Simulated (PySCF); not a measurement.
Compound: C3H8OSSi.
Structure used (PBE0-D3(BJ)/def2-SVP), in Å, numbered top down from 1:
```xyz
14
C3H8OSSi angstrom
S      2.002    0.348   -1.094
C      0.747   -0.717   -0.287
C     -0.576   -0.701   -1.062
O     -1.253    0.501   -0.762
Si    -0.917    1.038    0.803
C      0.423   -0.255    1.144
H      1.160    1.377   -1.343
H      1.196   -1.723   -0.308
H     -0.408   -0.764   -2.148
H     -1.187   -1.574   -0.759
H     -2.103    0.924    1.702
H     -0.470    2.460    0.765
H      1.315    0.097    1.679
H     -0.019   -1.087    1.720
```

Computed with TDDFT wB97X-D/def2-SVPD, vertical, gas phase, core orbitals frozen in the response (PySCF).

Transition dipole moments from the ground state, in atomic units and in the frame of the coordinates above (overall signs are arbitrary), for the states with f of 0.002 or more among the lowest 7:

| state | E (hartree) | μx | μy | μz |
| --- | --- | --- | --- | --- |
| S1 | 0.2077 | 0.011 | 0.030 | 0.122 |
| S2 | 0.2361 | -0.116 | -0.176 | -0.379 |
| S3 | 0.2609 | -0.003 | 0.059 | 0.203 |
| S4 | 0.2634 | 0.011 | 0.143 | 0.267 |
| S5 | 0.2718 | -0.091 | 0.232 | 0.330 |
| S6 | 0.2834 | -0.250 | -0.150 | -0.005 |
| S7 | 0.2890 | -0.412 | 0.009 | 0.196 |

**Question.** What oscillator strength does each state have?

**Answer.** f = (2/3) ΔE |μ|² with ΔE in hartree (27.2114 eV).

```csv
state,|μ|² (au),|μ| (D),f
S1,0.016,0.32,0.002
S2,0.188,1.10,0.030
S3,0.045,0.54,0.008
S4,0.092,0.77,0.016
S5,0.171,1.05,0.031
S6,0.085,0.74,0.016
S7,0.209,1.16,0.040
```

**Question.** What angle do the transition dipoles of S2 and S4 make?

**Answer.** |cos θ| = |μa·μb| / (|μa| |μb|) = 0.97, so θ ≈ 14° (taken between 0 and 90°, since the signs are arbitrary).

**Question.** How is the summed strength of these states shared among x, y and z?

**Answer.** (2/3) Σ ΔE μα² gives 0.048 for x, 0.023 for y and 0.072 for z, 0.143 in all.

All these states lie below the vertical ionisation energy of 9.22 eV (ΔSCF).

Time: 68 s; peak memory 0.99 GiB. Hardware: one thread, Arm Neoverse V2 (aarch64), shared host with 96 logical CPUs at a one-minute load of 47.

One conformer stands for the species.
